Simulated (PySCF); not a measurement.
BClH5PSi.
SMILES: `Cl[SiH2]PB`

Torsions of this conformer, `[BH2:1][PH:2][SiH2:3][Cl:4]`: B1–P2–Si3–Cl4 173°.

The closed-shell ground state was solved at several levels (PySCF, density fitting, gas phase, non-relativistic). Isolated species at its PBE0-D3(BJ)/def2-SVP geometry (one conformer only).

```json
{"level": "mPW1PW91/pcSseg-2", "basis functions": "235", "HOMO (eV)": "-7.76", "LUMO (eV)": "-2.09", "gap (eV)": "5.67", "dipole (D)": "1.29"}
{"level": "PBE0/cc-pVTZ", "basis functions": "202", "HOMO (eV)": "-7.71", "LUMO (eV)": "-2.04", "gap (eV)": "5.67", "dipole (D)": "1.08"}
{"level": "KT3/pcSseg-2", "basis functions": "235", "HOMO (eV)": "-6.76", "LUMO (eV)": "-2.90", "gap (eV)": "3.86", "dipole (D)": "1.11"}
{"level": "BLYP/pcSseg-2", "basis functions": "235", "HOMO (eV)": "-6.55", "LUMO (eV)": "-2.81", "gap (eV)": "3.74", "dipole (D)": "1.03"}
{"level": "HF/pcSseg-2", "basis functions": "235", "HOMO (eV)": "-9.94", "LUMO (eV)": "1.18", "gap (eV)": "11.12", "dipole (D)": "1.80"}
{"level": "OPBE/pcSseg-2", "basis functions": "235", "HOMO (eV)": "-6.74", "LUMO (eV)": "-2.86", "gap (eV)": "3.88", "dipole (D)": "1.13"}
{"level": "PBE0/IGLO-III", "basis functions": "217", "HOMO (eV)": "-7.68", "LUMO (eV)": "-2.02", "gap (eV)": "5.66", "dipole (D)": "0.93"}
{"level": "B97-D/pcSseg-2", "basis functions": "235", "HOMO (eV)": "-6.66", "LUMO (eV)": "-2.80", "gap (eV)": "3.86", "dipole (D)": "1.14"}
{"level": "PBE0/STO-3G", "basis functions": "37", "HOMO (eV)": "-4.94", "LUMO (eV)": "1.48", "gap (eV)": "6.42", "dipole (D)": "1.82"}
{"level": "CAM-B3LYP/pcSseg-2", "basis functions": "235", "HOMO (eV)": "-8.95", "LUMO (eV)": "-1.02", "gap (eV)": "7.93", "dipole (D)": "1.38"}
```

**Question.** Estimate the row for BHandHLYP/pcSseg-2, a basis of 235 functions; the other rows only guide the guess.

**Answer.** HOMO -8.59 eV, LUMO -1.10 eV, gap 7.49 eV, dipole 1.48 D.

**Question.** Over all these levels, which gives the widest orbital gap and which the narrowest?

**Answer.** HF/pcSseg-2 (Hartree–Fock, all exact exchange) has the widest, 11.12 eV, and BLYP/pcSseg-2 (GGA) the narrowest, 3.74 eV. The two share the basis. From the narrowest to the widest the HOMO moves by -3.39 eV and the LUMO by +3.99 eV. The HOMO need not be the same orbital at Hartree–Fock and at DFT levels.

**Question.** How much does the basis alone move the frontier levels among the 3 PBE0 rows?

**Answer.** The HOMO by 2.77 eV and the LUMO by 3.52 eV. By rising basis size (HOMO, LUMO in eV): STO-3G -4.94, 1.48; cc-pVTZ -7.71, -2.04; IGLO-III -7.68, -2.02.

**Question.** In the pcSseg-2 basis, how does the gap go with the fixed share of exact exchange?

**Answer.** BLYP (0 %) 3.74 eV; KT3 (0 %) 3.86 eV; B97-D (0 %) 3.86 eV; OPBE (0 %) 3.88 eV; mPW1PW91 (25 %) 5.67 eV; BHandHLYP (50 %) 7.49 eV; HF (100 %) 11.12 eV. Each rise in the share widens the gap here.

**Question.** How far do the dipole and the HOMO energy spread over the levels?

**Answer.** The dipole runs from 0.93 to 1.82 D (mean 1.29 D) and the HOMO from -9.94 to -4.94 eV.
